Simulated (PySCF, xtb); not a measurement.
CH8ClNSi3, SMILES N[Si@@]1(Cl)C[SiH2][SiH2]1.

GFN2-xTB (xtb 6.7.1) at its own geometry gives an orbital gap of 3.72 eV and a dipole moment of 1.80 D.

Geometry: PBE0-D3(BJ)/def2-SVP. The structure was generated by enumeration; whether it is a known compound was not checked. The values are those of a single conformer.

Q: What does PySCF with PBE/def2-TZVP give? (Estimate from the structure and the level; the computed values follow.)

A: gap 4.77 eV (levels -6.16 and -1.39 eV), dipole 1.72 D.
